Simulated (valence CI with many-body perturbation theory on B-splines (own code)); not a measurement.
## Energy levels of Tm LXII

Method: valence CI with perturbative core correlation (CI+MBPT): six valence electrons over a frozen Dirac-Fock core [He], a basis of 9 s, 9 p, 8 d, 6 f, 3 g, 1 h functions for each j, with the one-electron correlation potential Σ1, the two-electron term Σ2, the three-electron term Σ3, Breit, model QED; selected CI, second order for the rest, scaled by the run's own slope (own B-spline code, finite nucleus).

No measured spectrum was set against this ion. As an estimate, large intervals hold to a few tenths of a per cent, small ones and those within an open d or f shell to about a per cent. Among the levels kept, up to 2100 cm⁻¹ of a level comes from second order outside the variational space, and about a tenth of that is noise between levels of different J, which matters for small intervals.

Levels 46 to 56 of 56, with energies above the lowest level, (2s^2 2p1/2^2 2p3/2^2) J=2. "Leading %" is the weight of the configuration and term that name the level; weights of strongly mixed levels are sums over their largest components and can fall short, and the name can then belong to a minority configuration. In the jj column 3d3/2^4 stands for four electrons in 3d with j = 3/2. Lifetimes count E1, E2, E3, M1 and M2 decay at the calculated energies, and are blank where another channel may lead or the interval is too uncertain; long ones can be off by a factor of two.

```csv
No.,Configuration,Term,J,E (Ry),Leading %,Lifetime,Leading jj,g
46,2s²2p³3p,³F,4,654.54,100,518 fs,2s^2 2p1/2 2p3/2^2 3p3/2 (100 %),1.225
47,2s²2p³3p,³D,3,654.60,71,491 fs,2s^2 2p1/2 2p3/2^2 3p3/2 (98 %),1.223
48,2s²2p³3p,³P,1,654.61,24,13.6 fs,2s^2 2p1/2 2p3/2^2 3p3/2 (64 %),1.113
49,2s2p⁴3s,³P,2,654.98,42,27.3 fs,2s 2p1/2^2 2p3/2^2 3s (84 %),1.353
50,2s2p⁴3p,⁵P°,2,655.02,30,5.78 fs,2s 2p1/2^2 2p3/2^2 3p1/2 (99 %),1.588
51,2s2p⁴3p,³D°,3,655.13,40,2.32 fs,2s 2p1/2^2 2p3/2^2 3p1/2 (98 %),1.319
52,2s2p⁴3s,¹S,0,656.27,64,11.8 fs,2s 2p1/2^2 2p3/2^2 3s (99 %),
53,2s²2p³3p,³P,1,657.31,55,31.8 fs,2s^2 2p1/2 2p3/2^2 3p3/2 (81 %),1.339
54,2s²2p³3p,¹D,2,657.73,46,230 fs,2s^2 2p1/2 2p3/2^2 3p3/2 (96 %),1.158
55,2s²2p³3p,³D,2,659.04,39,529 fs,2s^2 2p1/2 2p3/2^2 3p3/2 (99 %),1.141
56,2s²2p³3p,³P,1,659.21,45,138 fs,2s^2 2p1/2 2p3/2^2 3p3/2 (92 %),1.524
```
